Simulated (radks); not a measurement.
Results of a calculation; reference values are marked as such.
Question: These are the eigenvalues of the occupied orbitals of an atom or ion with whole-number occupations (eV). Code: a radial shooting solver on a logarithmic mesh with Libxc functionals. Model: non-relativistic Kohn-Sham, TPSS, spin-polarised, spherical densities, point nucleus; meta-GGA in the generalised Kohn-Sham scheme.

1s up: -1535.285
1s down: -1535.153
2s up: -129.7040
2s down: -129.4675
2p up: -90.7711
2p down: -90.5414
3s up: -24.3948

Which element is it, and in what charge state? The configuration may be excited. Open shells, if any, are filled with parallel spins first.

Answer: Z = 13, aluminium, charge +2: Al2+ in [Ne] 3s1. The list shows which subshells hold electrons but not how many an open one holds; the 1s level, -56.421 hartree, gives Z - s = 10.6 by -(Z - s)^2/2, which with screening narrows Z to a few neighbours, and the depths of the outer levels then fix element, charge and occupations together.
